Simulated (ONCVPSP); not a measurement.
**Potentials for Te (Z = 52) compared**

Generated with ld1.x 7.5 (TM, RRKJ, ultrasoft, PAW), atompaw 4.2 or ONCVPSP 4.0.1. The cutoff is in Ry: for ld1.x and atompaw files where the sum of valence levels is converged to 10 mRy in a Bessel basis, for ONCV files where the hardest occupied wave has 1 mHa per electron of residual kinetic energy. The error is the largest all-electron minus pseudo excitation energy over each file’s own four to seven test configurations (ionisations up to +4, promotions, holes and added fractions of an electron), all of which were solved. The labels leave out finer settings (local radius, basis sizes, second energies), which also bear on the numbers. Spin-polarised tests are not counted. The rows are a selection from randomly drawn settings: files with unsolved tests, undetermined cutoffs or missed reference levels are left out.

A true bound ghost makes a file unfit for plane-wave use even where its test errors are small: the radial tests pick states by their node count and pass the ghost by.

```tsv
potential	cutoff (Ry)	largest error (meV)	bound ghosts
ONCV, PBE, scalar-relativistic, rc 1.85/1.55/1.95 (spd), local smoothed, core correction yes, reference 5s2 5p2, qcut 3.1/5.5/5.1, projectors 2/2/1	111	-130	p
ONCV, LDA (Perdew-Wang 92), scalar-relativistic, rc 1.30/1.15/0.90 (spd), local d, core correction yes, reference 4s2 4p6 4d10 5s2 5p4, qcut 7.8/13.1/9.2, projectors 2/2/0	190	-11	none
```

Q: Fill in the row for Te: ONCV, PBEsol, scalar-relativistic, rc 1.35/1.40/1.00 (spd), local smoothed, core correction yes, reference 4s2 4p6 4d10 5s2 5p3, qcut 6.8/8.6/9, projectors 2/2/1.

A: cutoff 184 Ry, largest error -11 meV, bound ghosts: none.

Q: Fill in the row for Te: ONCV, Wu-Cohen, fully relativistic, rc 1.35/1.55/1.55 (spd), local smoothed, core correction yes, reference 4s2 4p6 4d10 5s2 5p4, qcut 10.9/10.2/8.4, projectors 2/3/1.

A: cutoff 76 Ry, largest error +109 meV, bound ghosts: none.

Q: Fill in the row for Te: ONCV, revPBE, fully relativistic, rc 1.45/1.15/0.90 (spd), local smoothed, core correction yes, reference 4s2 4p6 4d10 5s2 5p4, qcut 10.3/13.8/12.7, projectors 3/2/3.

A: cutoff 120 Ry, largest error +4.1 meV, bound ghosts: d5/2, d3/2.
